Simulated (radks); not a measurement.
Coherent X-ray form factor from a spherical all-electron density. Method: Dirac Kohn-Sham, exchange-only PBE, spin-unpolarised, spherical densities, finite nucleus; Fermi nuclear charge, rms radius of each element as measured or else 0.836 A^(1/3) + 0.57 fm; computed with a radial shooting solver on a logarithmic mesh with Libxc functionals.

sin(theta)/lambda (1/angstrom)  f0 (electrons)
0.05                                    51.900
0.1                                     51.603
0.15                                    51.114
0.2                                     50.441
0.25                                    49.596
0.3                                     48.594
0.4                                     46.185
0.5                                     43.364
0.6                                     40.294
0.8                                     34.014
1                                       28.332
1.25                                    22.812
1.5                                     19.080
2                                       14.944

The species is in the configuration that NIST lists as its ground one. Which atom or ion scatters so?

Answer. The gold ion Au27+, [Kr] 4d10 4f6. Extrapolating in s^2 from the first two rows gives f0(0) = 52.0, near the electron count 52; among species with that count, the fall with angle is slower the higher Z, and the table is that of Z = 79; from so few rows the species is fixed only to a neighbour or two.
